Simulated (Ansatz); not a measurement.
Relaxation of C$_{2}$H$_{5}$ClSi (9 atoms, charge 0, multiplicity 1), to a largest force component of 0.015 eV/Å in at most 40 steps.

Theory: RKS PBE-D4/def2-SVP (Ansatz).

```xyz
9
Properties=species:S:1:pos:R:3
C -0.439 1.362 -1.145
Si 0.519 0.031 -0.535
C 0.052 -0.769 1.129
Cl -0.302 -2.513 0.862
H -0.204 1.878 -2.058
H -1.302 1.734 -0.618
H 1.679 -0.667 -1.067
H -0.847 -0.330 1.555
H 0.844 -0.726 1.875
```

Task: Where does it end, and by what steps?

Result: The run converged. After 9 steps the energy has fallen by 0.117 eV; H7 moved furthest, 0.14 Å.

| step | energy less start (eV) | largest force component (eV/Å) | accepted |
| --- | --- | --- | --- |
| 0 | 0.0000 | 1.329 | yes |
| 1 | -0.0961 | 0.471 | yes |
| 2 | -0.0674 | 0.857 | no |
| 3 | -0.1120 | 0.212 | yes |
| 4 | -0.1163 | 0.104 | yes |
| 5 | -0.1168 | 0.047 | yes |
| 6 | -0.1173 | 0.034 | yes |
| 7 | -0.1173 | 0.017 | yes |
| 8 | -0.1174 | 0.015 | yes |
| 9 | -0.1174 | 0.012 | yes |

```xyz
9
Properties=species:S:1:pos:R:3
C -0.416 1.350 -1.137
Si 0.481 0.035 -0.488
C 0.035 -0.791 1.154
Cl -0.292 -2.553 0.867
H -0.151 1.822 -2.096
H -1.293 1.771 -0.620
H 1.663 -0.575 -1.170
H -0.876 -0.333 1.588
H 0.850 -0.726 1.902
```

Run time: 24 s on 1 thread of Arm Neoverse V2, with other jobs on the host, peak memory 0.12 GiB.
